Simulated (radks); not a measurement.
Problem. Numerical settings for the hafnium ion Hf2+, [Xe] 4f14 5d2. All-electron calculation, scalar-relativistic Kohn-Sham, PBE, spin-polarised, spherical densities, finite nucleus; open shells are filled with parallel spins first (spin-orbit coupling, left out, can overturn this in heavy ions); Fermi nuclear charge, rms radius 5.347 fm. Program: a radial shooting solver on a logarithmic mesh with Libxc functionals. The defaults (mesh step 0.008 in ln r, mesh end at 40 bohr or more with all orbitals vanishing there, Anderson mixing 0.5 over 9 steps, residual threshold near 1e-9 with the energy settled to 1e-9 hartree or 1e-11 of itself, here a cap of 57 iterations) give E = -15075.3743 hartree and 5d at -17.332 eV in 17 iterations. Run on one thread of a shared host, so times are rough (Intel(R) Xeon(R) 6975P-C): 0.24 s of CPU time, 0.24 s wall, 17 iterations on 2254 mesh points. One setting is changed at a time: mesh step in ln r 0.02; mesh step in ln r 0.2; mesh step in ln r 0.08; mesh end (bohr) 8; mesh end (bohr) 1; residual threshold 0.1; residual threshold 1e-16; mixing 0.01; linear mixing, mixing 1; linear mixing, mixing 0.5; mixing history 3; iteration cap 3. Which runs fail to converge, and which converge to a wrong energy?

Solution. Not converged within the cap: mesh step in ln r 0.2; mesh step in ln r 0.08; residual threshold 1e-16; linear mixing, mixing 1; iteration cap 3. Settled on a wrong energy, with an occupied level pushed above zero by the early mesh end: mesh end (bohr) 1 (+209 hartree). Apart from these: no run marked as converged misses the energy by more than 1 mhartree.
